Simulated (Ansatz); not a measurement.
## Relative stability

The two ends of one reaction step of CH9GeN, singlet (PBE0-D4/def2-TZVP).

A:

```
12
angstrom
Ge 0.8362 -0.7239 -1.3748
N 1.6750 0.3842 -0.1613
H 1.7755 -1.2983 -2.4621
H 0.2324 -1.8863 -0.5740
H -0.2604 0.1089 -2.0542
H -0.6916 0.6691 1.1816
C -1.7450 0.4570 1.3673
H 2.3990 -0.0774 0.3729
H 2.0766 1.2117 -0.5815
H -2.1301 1.1357 2.1285
H -1.8554 -0.5714 1.7119
H -2.3122 0.5906 0.4457
```

B:

Ge1  (-0.529, -0.923, -1.012)
N2  (1.693, 1.234, 0.588)
H3  (0.783, -1.646, -0.652)
H4  (-1.382, -1.896, -1.853)
H5  (-0.188, 0.287, -1.903)
H6  (2.005, 1.843, 1.334)
C7  (-1.490, -0.369, 0.589)
H8  (2.373, 0.487, 0.507)
H9  (1.734, 1.767, -0.272)
H10  (-0.850, 0.314, 1.147)
H11  (-1.729, -1.234, 1.208)
H12  (-2.418, 0.136, 0.320)
(Å)

Ansatz 0.2.0; basis: def2-TZVPP; cores frozen in the correlated methods. Filled d shells of the heavier atoms are correlated. The def2 sets are not built for correlating such inner shells, so the correlated values are less sure here. B3LYP uses VWN-RPA correlation.

**Question.** Which structure is lower at CCSD(T), and by how much? (An estimate is asked for; the value comes from the calculation.)

**Answer.** By the calculation: A, by 2.17 kcal/mol (electronic energy, against the other). By their contacts, A is a complex of GeNH₅ ([NH2][GeH3]) + CH₄ and B is a complex of CH₆Ge ([CH3][GeH3]) + NH₃.

All methods give the same order:

| method | E(B) − E(A) (kcal/mol) |
| --- | --- |
| SPW92 | 0.81 |
| PBE-D4 | 1.59 |
| BLYP-D4 | 2.77 |
| r2SCAN-D4 | 2.31 |
| B97M-V | 2.47 |
| PBE0-D4 | 1.64 |
| B3LYP-D4 | 2.72 |
| r2SCAN0-D4 | 2.12 |
| BHLYP-D4 | 2.97 |
| CAM-B3LYP-D4 | 2.90 |
| wB97X-V | 2.46 |
| wB97M-V | 1.93 |
| B2PLYP | 2.96 |
| PBE-QIDH | 2.08 |
| RPA on PBE | 2.43 |
| HF | 4.58 |
| MP2 | 2.28 |
| CCSD | 2.31 |
| CCSD(T) | 2.17 |

T1 diagnostic: at most 0.011.

Labels in which every atom is bracketed show which atoms are joined, not bond orders.

For scale, one of the runs: CCSD(T)/def2-TZVPP, 236 basis functions (an equivalent command: `ansatz run in.yaml --threads 4`). Time: 2.2 min of wall clock on 4 CPU threads; the host was shared. Peak host memory: 4.4 GiB.
